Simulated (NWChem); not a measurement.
Molecule: boroxine (B₃H₃O₃); SMILES B1OBOBO1

Give the equilibrium geometry at PBE0/def2-SVP (NWChem) as an XYZ file, with the point group.

point group D3h; any orientation.
```
9

B      1.3169     0.3967     0.0000
O      0.3129     1.3303     0.0000
B     -1.0020     0.9421     0.0000
O     -1.3085    -0.3942     0.0000
B     -0.3149    -1.3388     0.0000
O      0.9956    -0.9362     0.0000
H      2.4678     0.7428     0.0000
H     -1.8772     1.7658     0.0000
H     -0.5906    -2.5086     0.0000
```
